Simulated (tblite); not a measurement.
C7H7NO2.
Z-matrix (Å and degrees, GFN2-xTB geometry), rows numbered from 1:
```
C 
C   1  1.5033
O   2  1.1991  1  125.56
O   2  1.3487  1  109.79  3   179.93
C   4  1.3788  2  121.76  1  -178.58
C   5  1.3917  4  122.92  2    41.02
C   6  1.3842  5  117.41  4   177.97
C   7  1.3868  6  119.36  5    -0.54
C   8  1.3853  7  118.07  6    -0.04
N   5  1.3201  4  113.35  2  -141.51
H   1  1.0857  2  109.65  3    22.25
H   1  1.0856  2  110.08  3   144.65
H   1  1.0887  2  108.57  3   -96.72
H   6  1.0772  5  121.08  4    -2.49
H   7  1.0800  6  119.94  5   179.69
H   8  1.0783  7  121.18  6  -179.96
H   9  1.0815  8  121.61  7  -179.68
```

Computed values, GFN2-xTB/tblite, gas phase, harmonic and unscaled. Against measured fundamentals such values can be off by several per cent, at times by over 20. One conformer, not necessarily the lowest.

Harmonic wavenumbers (cm⁻¹): 32.3, 39.0, 77.6, 129.8, 231.8, 322.2, 371.7, 378.4, 479.9, 523.5, 571.1, 592.5, 661.1, 705.7, 770.6, 831.2, 882.3, 915.4, 932.9, 951.8, 995.3, 1005.7, 1014.7, 1093.0, 1124.7, 1162.9, 1169.7, 1221.2, 1247.7, 1292.3, 1365.0, 1407.5, 1431.9, 1438.0, 1441.5, 1573.2, 1580.8, 1788.6, 3022.6, 3057.3, 3065.9, 3070.0, 3083.2, 3104.0, 3120.8.

A = 3805, B = 847.1, C = 724.8 MHz; mass 137.048 u (most abundant isotopes); point group C1, symmetry number 1.

Question: Zero-point energy?

Answer: Half the sum of the wavenumbers: 27639 cm⁻¹ = 330.64 kJ/mol.

Question: What is S at 200 K and 1 bar for an ideal gas of classical rigid rotors and harmonic oscillators?

Answer: Translation 161.92, rotation 117.65, vibration 79.35: S = 358.9 J/(mol K).

Question: And Cp and H(200 K) − H(0)?

Answer: Cp = 106.57 J/(mol K), of which vibrations give 73.31 (their classical limit is 45 R = 374.2); H(200 K) − H(0) = 14.38 kJ/mol without the zero-point energy, 7.72 from vibrations.

Question: Which modes carry the vibrational entropy at 200 K?

Answer: 32.3 cm⁻¹: 20.47; 39.0 cm⁻¹: 18.91; 77.6 cm⁻¹: 13.27; 129.8 cm⁻¹: 9.18; 231.8 cm⁻¹: 4.96; 322.2 cm⁻¹: 2.97 J/(mol K); the other 39 give 9.60 together.

Question: How do the functions run with temperature in this model?

Answer: 
```tsv
T (K)	S (J/(mol K))	Cp (J/(mol K))	H − H(0) (kJ/mol)	G − H(0) (kJ/mol)	ln q(vib)
100	299.0	71.9	5.53	-24.37	2.46
300	409.8	147.6	27.06	-95.88	7.19
500	503.4	221.3	64.36	-187.37	11.78
800	623.7	288.8	141.93	-357.06	18.51
1000	691.3	316.3	202.61	-488.72	22.72
```

q(vib) and H(0) count from the zero-point level.

Question: What must be added to the electronic energy to get the Gibbs energy at 200 K and 1 bar?

Answer: ZPE + [H(200 K) − H(0)] − T·S = 330.64 + 14.38 − 71.79 = 273.23 kJ/mol.

Hindered rotation and anharmonicity are outside this model. Other conformers, if any are populated, would add a mixing term that is left out. The structure is chiral; the term R ln 2 for an equal mix with its mirror image is left out.
